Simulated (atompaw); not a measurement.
# An all-electron radial function and its pseudo partner (Co)

Columns: radius, all-electron u(r) and pseudo u(r) of the 3p shell (level -60.97 eV) of cobalt in the configuration [Ne] 3s2 3p6 3d8 4s1 4p0; PBE, scalar-relativistic, PAW (atompaw) scheme, atompaw 4.2.0.5.

| r (bohr) | all-electron | pseudo |
| --- | --- | --- |
| 0.094 | -0.5435 | 0.0398 |
| 0.188 | -0.5095 | 0.1530 |
| 0.283 | -0.0056 | 0.3234 |
| 0.377 | 0.5211 | 0.5209 |
| 0.471 | 0.9017 | 0.7167 |
| 0.565 | 1.1125 | 0.8821 |
| 0.660 | 1.1861 | 0.9960 |
| 0.754 | 1.1654 | 1.0445 |
| 0.848 | 1.0897 | 1.0302 |
| 0.942 | 0.9862 | 0.9652 |
| 1.037 | 0.8715 | 0.8672 |
| 1.131 | 0.7590 | 0.7587 |
| 1.225 | 0.6534 | 0.6534 |
| 1.319 | 0.5576 | 0.5576 |
| 1.413 | 0.4727 | 0.4727 |
| 1.508 | 0.3979 | 0.3979 |
| 1.602 | 0.3343 | 0.3343 |
| 1.696 | 0.2799 | 0.2799 |
| 1.790 | 0.2337 | 0.2337 |
| 1.885 | 0.1944 | 0.1944 |
| 1.979 | 0.1617 | 0.1617 |
| 2.073 | 0.1343 | 0.1343 |
| 2.167 | 0.1114 | 0.1114 |
| 2.262 | 0.0922 | 0.0922 |
| 2.356 | 0.0763 | 0.0763 |
| 2.450 | 0.0631 | 0.0631 |

Question: How many radial nodes do the two functions have?

Answer: The all-electron 3p function has n − l − 1 = 1; the pseudo-wave has 0, since the states of the same l below it are removed with the core.

Question: At about which radius was the pseudo-wave matched?

Answer: 1.25 bohr. The columns agree to 0.0005 from 1.13 bohr on; several derivatives are matched, so the curves merge somewhat inside the radius.

Question: Where does each function peak?

Answer: Outermost all-electron maximum near 0.66 bohr, pseudo maximum near 0.75 bohr (to the table’s step).

Question: Is the pseudo-wave norm-conserving?

Answer: No, it belongs to a PAW set: the norm inside the radius is not constrained, and the difference is carried by the augmentation charge.
